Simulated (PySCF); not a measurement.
```xyz
8

C      2.0672    -0.3194    -0.4197
C      0.8906    -0.5174    -0.5438
O     -0.3741    -0.7588    -0.6920
C     -1.2574     0.2611    -0.1752
H      3.1102    -0.1581    -0.3171
H     -2.2652    -0.0906    -0.3763
H     -1.0718     1.2053    -0.6879
H     -1.0995     0.3779     0.8973
```

Charge 0, multiplicity 1.

**Question.** Give the Mulliken and meta-Löwdin atomic charges from ωB97X-D3(BJ)/def2-TZVP // B3LYP-D3(BJ)/def2-TZVP (PySCF).

**Answer.** 
```tsv
atom	Mulliken (e)	meta-Löwdin (e)
C1	-0.36	-0.31
C2	0.20	0.17
O3	-0.24	-0.30
C4	-0.17	-0.10
H5	0.18	0.17
H6	0.14	0.13
H7	0.13	0.12
H8	0.13	0.12
```
